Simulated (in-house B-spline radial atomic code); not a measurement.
Computed with a B-spline radial atomic code. Model: two electrons, singlet ground state, non-relativistic, full CI in B-splines with partial waves to l = 8 (at full coupling up to 3e-4 hartree above the limit, correlation up to 0.6 % small), density held at that of full coupling by Lieb maximisation.

W(λ) is the mean repulsion in the state of coupling λ less the Hartree energy of the fixed density. Its start is exact exchange, its initial slope is twice the second-order Görling-Levy correlation energy, and its area from 0 to 1 is E_xc. A straight curve means weak, dynamic correlation, and a curve that drops fast and flattens means strong correlation.

Command:
```bash
python run_ac.py task.json out
```
Settings (lengths in bohr, energies in hartree):
```
potential              gauss
strength               1.39
lmax                   8
second                 7.32
```

Time taken, with all properties: 32 s on 1 thread of Intel(R) Xeon(R) Processor @ 2.30GHz (shared host).

**W = mean repulsion less Hartree energy, and W of three functionals.**

Given: confinement Gaussian well; well depth 1.39 hartree; well width 7.32 bohr; external potential -V exp(-r^2/w^2).

Computed: LDA exchange minus exact 44.986 millihartree; PBE exchange minus exact 13.191 millihartree.

```tsv
coupling	W xc (hartree)	W xc minus exchange (millihartree)	kinetic minus Kohn-Sham (millihartree)	LDA (PW92) W minus its exchange (millihartree)	PBE W minus its exchange (millihartree)	SCAN W minus its exchange (millihartree)
0	-0.31178	0	0	0	0	0
0.02	-0.31376	-1.983	0.02	-9.23	-3.22	-1.86
0.05	-0.31663	-4.847	0.12	-17.95	-7.53	-4.5
0.12	-0.32283	-11.051	0.64	-32.29	-16.08	-10.17
0.25	-0.3328	-21.021	2.47	-50.45	-28.69	-19.29
0.4	-0.34227	-30.495	5.52	-65.35	-40.07	-28.12
0.6	-0.35236	-40.581	10.52	-80.09	-52.02	-37.85
0.8	-0.36032	-48.543	16.07	-91.37	-61.53	-45.83
1	-0.36675	-54.97	21.83	-100.45	-69.37	-52.51
1.4	?	?	?	?	?	?
2	?	?	?	?	?	?
3	-0.3966	-84.817	75.11	-145.07	-109.62	-86.05
4.5	-0.40552	-93.736	107.94	-160.02	-123.54	-96.07
7	-0.41377	-101.99	154.34	-174.8	-137.44	-104.48
10	-0.41941	-107.63	201.6	-185.49	-147.55	-109.44
```

Task: What belongs in the row 1.4?

Result: W xc (hartree): -0.37648; W xc minus exchange (millihartree): -64.704; kinetic minus Kohn-Sham (millihartree): 33.4; LDA (PW92) W minus its exchange (millihartree): -114.36; PBE W minus its exchange (millihartree): -81.66; SCAN W minus its exchange (millihartree): -63.05.

Task: What belongs in the row 2?

Result: W xc (hartree): -0.38637; W xc minus exchange (millihartree): -74.594; kinetic minus Kohn-Sham (millihartree): 50; LDA (PW92) W minus its exchange (millihartree): -129.03; PBE W minus its exchange (millihartree): -94.89; SCAN W minus its exchange (millihartree): -74.24.

Task: What is the SCAN exchange minus exact?

Result: 0.77998 millihartree.

**Energy parts, natural occupations and partial-wave weights.**

Computed: total energy -1.8307 hartree; correlation energy -0.03314 hartree; kinetic part of the DFT correlation energy 0.02183 hartree; kinetic part over minus potential part 0.39713; Hartree energy 0.62356 hartree; Kohn-Sham kinetic 0.23107 hartree; Lieb Oxford ratio E_xc over LDA exchange 1.2928.

| natural | occupation of the shell (electrons) |
| --- | --- |
| s | 1.895 |
| p | 0.097108 |
| s | ? |
| d | 0.0012944 |
| p | 0.00034876 |
| f | 0.00013949 |

Task: What belongs in the row s?

Result: occupation of the shell (electrons): 0.0059116.

```
wave      weight
   s     0.95049
   p    0.048737
   d  0.00067501
   f           ?
   g  1.6396e-05
```

Task: What belongs in the row f?

Result: weight: 7.6915e-05.

Task: What is the initial slope twice GL2?

Result: -0.10062 hartree.

Task: What is the exchange energy?

Result: -0.31178 hartree.

Half-way to full coupling W has made 65 % of its drop, against 50 % for a straight line, and second-order (GL2) theory, half the initial slope, overshoots the correlation energy by about 52 %: a marked bend. Over couplings 0 to 1 the errors in E_xc come to about +11 millihartree for LDA, +3.4 millihartree for PBE, +2.9 millihartree for SCAN, so SCAN is nearest. In LDA and PBE the errors of exchange and correlation have opposite signs, so the sum is smaller than the larger of the two.
